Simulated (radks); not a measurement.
Task: S4+, 12 electrons, occupied as [He] 2s2 2p5 3s2 3d1 (not the ground configuration). Calculated with a radial shooting solver on a logarithmic mesh with Libxc functionals: non-relativistic Kohn-Sham, PBE, spin-polarised, spherical densities, point nucleus; open shells are filled with parallel spins first. Some entries of the table are withheld. Estimate them.

orbital  occ.  eigenvalue (eV)  <1/r> (bohr^-1)  <r> (bohr)
1s up       1        -2501.577            15.56     0.09725
1s down     1        -2499.572            15.57     0.09718
2s up       1        -296.4245            3.138      0.4675
2s down     1        -292.3748            3.126      0.4689
2p up       3              (1)            3.058      0.4239
2p down     2              (2)            3.047      0.4259
3s up       1         -72.4973           0.9995       1.394
3s down     1         -70.4265           0.9948       1.402
3d up       1              (3)           0.7649       1.586
3d down     0              (4)           0.7545       1.611

Result: 
(1) 2p up eigenvalue (eV): -245.0824
(2) 2p down eigenvalue (eV): -240.5830
(3) 3d up eigenvalue (eV): -41.4486
(4) 3d down eigenvalue (eV): -39.6292
